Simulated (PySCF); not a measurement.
Levels of Al²⁺ from EOM-EA-GCCSD

Reference: closed-shell Al³⁺, [Ne]; one electron is added. Calculated with PySCF 2.14, two-component X2C-1e with screened spin-orbit coupling, an uncontracted even-tempered set (20 s from 0.031 bohr⁻², ratio 2.6; 13 p from 0.04 bohr⁻², ratio 2.6; 7 d from 0.041 bohr⁻², ratio 2.8; 3 f from 5.3 bohr⁻², ratio 2.8); frozen 1s2; the 46 highest virtual spinors dropped; of the others 50 kept and the rest restored at second order. No Breit or QED terms. Binding energies in eV.

| level | Koopmans | second order | EOM-CCSD |
| --- | --- | --- | --- |
| 3s1/2 | 28.067 | 28.390 | 28.394 |
| 3p1/2 | 21.531 | 21.736 | 21.741 |
| 3p3/2 | 21.501 | 21.705 | 21.709 |
| 3d5/2 | 13.927 | 13.982 | 13.985 |
| 3d3/2 | 13.927 | 13.982 | 13.985 |

Electric-dipole lines between these computed levels:

| lower | upper | ΔE (eV) | vacuum wavelength (nm) |
| --- | --- | --- | --- |
| 3s1/2 | 3p1/2 | 6.653 | 186.4 |
| 3s1/2 | 3p3/2 | 6.684 | 185.5 |
| 3p1/2 | 3d3/2 | 7.755 | 159.9 |
| 3p3/2 | 3d5/2 | 7.724 | 160.5 |
| 3p3/2 | 3d3/2 | 7.724 | 160.5 |

For comparison, the ionisation energy of Al²⁺ is 28.448 eV (measured; NIST Atomic Spectra Database, ionization energies).

Only part of the computed levels is shown.

The screened spin-orbit operator tends to give fine-structure splittings of light species too large.

The highest levels are limited by the diffuse functions of the basis.
